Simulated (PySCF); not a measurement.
How the method moves the HOMO and LUMO of `C#C[Si](N)(N)O`

Compound: C2H6N2OSi.
Structure used (PBE0-D3(BJ)/def2-SVP), in Å, numbered top down from 1:
```
atom  x, y, z in Å
C1     1.479   -1.497    1.665
C2     0.845   -0.817    0.878
Si3   -0.086    0.218   -0.343
N4    -0.286    1.876    0.001
N5    -1.641   -0.495   -0.386
O6     0.847    0.222   -1.724
H7     2.036   -2.091    2.369
H8     0.460    2.534   -0.189
H9    -0.910    2.188    0.733
H10   -1.760   -1.481   -0.187
H11   -2.357   -0.139   -1.009
H12    1.414   -0.548   -1.820
```

Basis pcSseg-1 throughout (PySCF), one geometry. One conformer (not necessarily the lowest) at the PBE0-D3(BJ)/def2-SVP geometry, without solvent, vibrations or thermal averaging.

Task: How do the orbital energies, the gap and the dipole change with the method?

Result: 
```tsv
method	kind	HOMO (eV)	LUMO (eV)	gap (eV)	μ (D)	SCF cycles
BLYP	GGA	-5.78	-0.44	5.34	1.03	17
OPBE	GGA	-5.93	-0.48	5.45	1.02	16
PBE	GGA	-5.93	-0.60	5.33	1.03	16
B97-D	GGA	-5.94	-0.50	5.43	1.06	17
KT3	GGA	-6.04	-0.55	5.48	1.00	17
KT2	GGA	-6.05	-0.64	5.41	1.03	17
BP86	GGA	-6.06	-0.70	5.35	1.04	15
LDA	LDA	-6.08	-0.85	5.24	1.10	16
B3LYP	global hybrid	-7.12	0.13	7.25	1.18	15
B97-2	global hybrid	-7.13	0.29	7.42	1.20	14
PBE0	global hybrid	-7.40	0.32	7.73	1.22	14
mPW1PW91	global hybrid	-7.44	0.31	7.75	1.23	14
BHandHLYP	global hybrid	-8.70	1.39	10.09	1.35	13
CAM-B3LYP	range-separated hybrid	-8.80	1.48	10.28	1.26	14
wB97X-D	range-separated hybrid	-9.33	2.11	11.44	1.28	14
LC-wPBE	range-separated hybrid	-10.28	2.62	12.90	1.33	14
HF	Hartree–Fock	-10.65	4.01	14.66	1.54	12
```

The HOMO spans 4.87 eV, from BLYP down to HF, and the gap runs from 5.24 eV (LDA) to 14.66 eV (HF). Over the methods BLYP (0 %), OPBE (0 %), PBE (0 %), B97-D (0 %), KT3 (0 %), KT2 (0 %), BP86 (0 %), LDA (0 %), B3LYP (20 %), B97-2 (21 %), PBE0 (25 %), mPW1PW91 (25 %), BHandHLYP (50 %), HF (100 %), a straight line through the gap against the share of exact exchange rises by 0.93 eV for each 10 % (correlation coefficient 1.000). The dipole ranges from 1.00 D (KT3) to 1.54 D (HF). This basis has no diffuse functions.
